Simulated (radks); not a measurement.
All-electron atom: Os in [Xe] 4f14 5d6 6s2. All-electron calculation, Dirac Kohn-Sham, PBE, spin-unpolarised, spherical densities, finite nucleus; open shells fill j = l - 1/2 first; Fermi nuclear charge, rms radius 5.4126 fm. Program: a radial shooting solver on a logarithmic mesh with Libxc functionals.

Normalised radial functions P(r) = r R(r) (large component), r in bohr:

r          4f5/2    5d3/2    5d5/2
0.002621  0.0000   0.0001   0.0001
0.003051  0.0000   0.0002   0.0001
0.003552  0.0000   0.0003   0.0001
0.004135  0.0000   0.0004   0.0002
0.004814  0.0000   0.0006   0.0003
0.005604  0.0000   0.0008   0.0005
0.006524  0.0000   0.0012   0.0007
0.007595  0.0000   0.0017   0.0011
0.008842  0.0001   0.0025   0.0017
0.01029   0.0001   0.0036   0.0026
0.01198   0.0002   0.0052   0.0039
0.01395   0.0004   0.0076   0.0058
0.01624   0.0007   0.0110   0.0086
0.01891   0.0011   0.0157   0.0126
0.02201   0.0019   0.0223   0.0183
0.02583   0.0033   0.0319   0.0268
0.03007   0.0056   0.0443   0.0378
0.03501   0.0093   0.0605   0.0525
0.04075   0.0152   0.0812   0.0716
0.04744   0.0247   0.1067   0.0954
0.05523   0.0394   0.1366   0.1237
0.0643    0.0619   0.1695   0.1554
0.07485   0.0952   0.2025   0.1880
0.08714   0.1435   0.2308   0.2171
0.1014    0.2109   0.2477   0.2365
0.1181    0.3018   0.2453   0.2384
0.1375    0.4189   0.2156   0.2148
0.1601    0.5624   0.1530   0.1597
0.1863    0.7279   0.0574   0.0720
0.2169    0.9052  -0.0632  -0.0420
0.2525    1.0784  -0.1914  -0.1663
0.2963    1.2342  -0.3067  -0.2825
0.345     1.3350  -0.3685  -0.3505
0.4016    1.3722  -0.3607  -0.3540
0.4676    1.3391  -0.2738  -0.2816
0.5443    1.2403  -0.1150  -0.1381
0.6337    1.0903   0.0931   0.0569
0.7377    0.9090   0.3186   0.2737
0.8588    0.7177   0.5271   0.4797
0.9998    0.5352   0.6896   0.6457
1.164     0.3751   0.7869   0.7520
1.355     0.2458   0.8141   0.7915
1.577     0.1498   0.7789   0.7700
1.836     0.0843   0.6979   0.7017
2.138     0.0435   0.5902   0.6044
2.489     0.0204   0.4728   0.4941
2.897     0.0085   0.3587   0.3836
3.4       0.0030   0.2519   0.2770
3.958     0.0009   0.1687   0.1913
4.608     0.0002   0.1055   0.1239
5.364     0.0001   0.0611   0.0748
6.245     0.0000   0.0324   0.0416
7.27      0.0000   0.0154   0.0210
8.464     0.0000   0.0065   0.0094
9.853     0.0000   0.0024   0.0037

4f5/2: eigenvalue -53.005 eV, 0 radial nodes, <r> = 0.553 bohr, 90 % of the charge inside 0.902 bohr. 5d3/2: eigenvalue -6.711 eV, 2 radial nodes at r = 0.201, 0.594 bohr, <r> = 1.78 bohr, 90 % of the charge inside 2.83 bohr. 5d5/2: eigenvalue -5.675 eV, 2 radial nodes at r = 0.206, 0.608 bohr, <r> = 1.87 bohr, 90 % of the charge inside 2.98 bohr.
